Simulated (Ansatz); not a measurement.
Basis sets compared for the cluster W4Se8⁺. Total charge 1; doublet. Geometry PBE-D4/def2-SVP. Ansatz on 2 threads of AMD EPYC 7R13 on a shared host and a share (18 GiB) of an NVIDIA H100 80GB HBM3; times are rough, and most runs start from earlier orbitals.

Cartesian coordinates in Å:
```
W 0.8520 0.3676 1.2330
W -1.1877 1.0502 -0.2227
W 1.0233 -0.0749 -1.7795
W -1.5194 -0.1833 2.0225
Se -3.0987 1.5768 1.2060
Se 2.4211 -1.3009 0.2885
Se 2.0216 0.8005 -3.6216
Se -1.3884 -0.1996 -2.2936
Se 1.4181 -2.4813 -1.5749
Se 1.0202 2.2828 -0.3631
Se -1.8551 -2.3874 1.5134
Se 0.2930 0.5495 3.5921
```

In the def2 sets W takes a core potential; there is no spin–orbit coupling. Single mean-field runs in def2-TZVP are fitted with def2-universal-jkfit. The structure comes from a short search, and lower isomers may exist.

```json
{"level": "PBE-D4/def2-SVP", "functions": "384", "energy (Eh)": "-19476.1816", "HOMO (eV)": "-8.99", "LUMO (eV)": "-8.65", "wall time": "13 s"}
{"level": "PBE0-D4/def2-SVP", "functions": "384", "energy (Eh)": "-19476.4918", "HOMO (eV)": "-9.95", "LUMO (eV)": "-8.14", "wall time": "23 s"}
```

Task: Estimate the rows for PBE-D4/def2-TZVP (with forces), PBE0-D4/def2-TZVP.

Result: 
```json
{"level": "PBE-D4/def2-TZVP (with forces)", "functions": "544", "energy (Eh)": "-19478.6046", "HOMO (eV)": "-8.89", "LUMO (eV)": "-8.54", "wall time": "19 s"}
{"level": "PBE0-D4/def2-TZVP", "functions": "544", "energy (Eh)": "-19478.9290", "HOMO (eV)": "-9.81", "LUMO (eV)": "-7.98", "wall time": "33 s"}
```
